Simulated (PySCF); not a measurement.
C3H7Ga.
Atom-mapped SMILES: `[CH2:1]=[CH:2][CH2:3][GaH2:4]` (hydrogens: H5, H6 on C1; H7 on C2; H8, H9 on C3; H10, H11 on Ga4)

Theory: PySCF 2.14.0, PBE0-D3(BJ)/def2-SVP geometry optimisation, gas phase.

Problem. List the bond lengths, angles and torsions at this level.

Solution. 
```
            bond  length (Å)
           C1=C2       1.337
           C2–C3       1.486
          C3–Ga4       1.987
           C1–H5       1.095
           C1–H6       1.093
           C2–H7       1.099
    C3–H8, C3–H9       1.105
Ga4–H10, Ga4–H11       1.575
```

Bonds in one row agree within 0.01 Å and their mean is given. A selection of angles:
```
      angle  degrees
   C2–C1–H5    121.6
   C2–C1–H6    121.4
   H5–C1–H6    117.1
   C1–C2–C3    126.3
   C1–C2–H7    117.8
   C3–C2–H7    115.9
  C2–C3–Ga4    114.5
   C2–C3–H8    111.2
  Ga4–C3–H8    104.9
  Ga4–C3–H9    107.3
   H8–C3–H9    106.3
 C3–Ga4–H10    120.6
 C3–Ga4–H11    118.8
H10–Ga4–H11    120.5
```

Torsions: C1–C2–C3–Ga4 104° (anticlinal). The mirror-image conformer, all signs reversed, is as good.

The 2 C–C bonds span 1.337 Å (C1=C2, drawn double) to 1.486 Å (C2–C3, drawn single), a spread of 0.149 Å. Ga4 (gallium bonded to C and 2 H) is planar (angles 120.6°, 120.5° and 118.8°, sum 360.0°, 0.01 Å off the plane of its three neighbours).

Point group: C1 (no symmetry element, even within 0.4 Å). Not checked by PBE0-D3(BJ)/def2-SVP frequencies. The numbers are those of one conformer (C1–C2–C3–Ga4 104°, C2–C3–Ga4–H -14° and 168°).

On one thread, x86-64 server, on a shared host, this took 58 s of wall time. These figures are those of the optimisation.
